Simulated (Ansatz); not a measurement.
Cost and result for the atomization energy of `CCCCCC1CCCC1` (30 atoms, 30 bonds).

Cartesian coordinates in Å:
```
C -2.209 -2.351 2.744
C -1.302 -1.399 1.984
C -2.072 -0.293 1.278
C -1.196 0.733 0.572
C -0.409 0.175 -0.603
C 0.385 1.225 -1.375
C 1.573 1.781 -0.587
C 2.665 0.711 -0.724
C 2.360 -0.025 -2.047
C 1.082 0.627 -2.598
H -2.787 -1.821 3.506
H -1.640 -3.138 3.245
H -2.923 -2.836 2.070
H -0.712 -1.965 1.256
H -0.581 -0.947 2.675
H -2.764 -0.741 0.554
H -2.700 0.221 2.016
H -0.512 1.178 1.304
H -1.827 1.554 0.211
H -1.109 -0.311 -1.295
H 0.269 -0.614 -0.259
H -0.302 2.027 -1.668
H 1.337 2.013 0.454
H 1.904 2.714 -1.054
H 3.664 1.152 -0.716
H 2.628 0.016 0.118
H 3.185 0.048 -2.758
H 2.202 -1.091 -1.866
H 1.344 1.431 -3.292
H 0.449 -0.077 -3.144
```

Charge 0, multiplicity 1. The structure was optimised at the PBE0-D4/def2-TZVP level. It is one conformer, not always the lowest. Program: Ansatz. All runs use 4 threads of an AMD EPYC 7R13 on a shared host and a share of an NVIDIA H100 80 GB. Times are those of one run each, without the atoms' runs, and a repeat can differ threefold. Electronic energies, without spin–orbit coupling; frozen cores. CCSD(T)/CBS adds CCSD(T) − MP2 in def2-TZVPP to the MP2 limit, and its time is that of the two runs behind it. T1 = 0.009. B3LYP takes the VWN-RPA correlation (the form of Gaussian; ORCA's B3LYP/G).

CCSD(T)/CBS is a level of theory with its own doubt, some kJ/mol a heavy atom from the limit and from the frozen cores, so smaller differences don't rank the functionals.

```tsv
level	functions	wall time
revPBE-D4/def2-TZVPP	590	2.2 s
LDA (SPW92)/def2-TZVPP	590	2.2 s
BHLYP-D4/def2-TZVPP	590	2.2 s
r2SCANh-D4/def2-TZVPP	590	2.3 s
CAM-B3LYP-D4/def2-TZVPP	590	2.6 s
PBE-D4/def2-TZVPP (with forces)	590	2.7 s
B3LYP-D4/def2-TZVPP (with forces)	590	3.2 s
CCSD(T)/def2-SVP	240	3.5 s
B97M-V/def2-TZVPP	590	3.7 s
B2PLYP/def2-TZVPP	590	3.8 s
MP2/def2-QZVPP	1170	18 s
CCSD(T)/def2-TZVPP	590	3.2 min
CCSD(T)/CBS(def2)	–	3.5 min
```

What atomization energy does each give, and how far from CCSD(T)/CBS? (Best estimate.)

The calculation gave: 
```
                            level  atomization (kJ/mol)  difference from CCSD(T)/CBS  per bond
             revPBE-D4/def2-TZVPP               12270.7                        -11.2      -0.4
           LDA (SPW92)/def2-TZVPP               13933.5                       1651.6      55.1
              BHLYP-D4/def2-TZVPP               12037.1                       -244.8      -8.2
            r2SCANh-D4/def2-TZVPP               12277.9                         -4.0      -0.1
          CAM-B3LYP-D4/def2-TZVPP               12342.2                         60.3       2.0
  PBE-D4/def2-TZVPP (with forces)               12518.5                        236.6       7.9
B3LYP-D4/def2-TZVPP (with forces)               12284.8                          2.9       0.1
                 CCSD(T)/def2-SVP               11873.5                       -408.4     -13.6
                B97M-V/def2-TZVPP               12304.9                         23.0       0.8
                B2PLYP/def2-TZVPP               12162.1                       -119.8      -4.0
                   MP2/def2-QZVPP               12307.8                         25.9       0.9
               CCSD(T)/def2-TZVPP               12036.7                       -245.2      -8.2
                CCSD(T)/CBS(def2)               12281.9                          0.0       0.0
```

In def2-TZVPP, CCSD(T) changes the Hartree–Fock value by +2712.5 kJ/mol (the triples alone add +145.4 kJ/mol) and MP2 by +2840.2 kJ/mol; breaking electron pairs costs correlation energy, which Hartree–Fock lacks. From PBE to PBE0 (25 % exact exchange), in def2-TZVPP and without D4, the atomization energy moves by −106.2 kJ/mol: exact exchange takes away binding that semilocal exchange gives to molecules. At CCSD(T), def2-SVP lies −408.3 kJ/mol from the extrapolated value and def2-TZVPP −245.2 kJ/mol: correlation converges slowly with the basis, and small sets miss more of it in the bonded molecule than in its fragments.
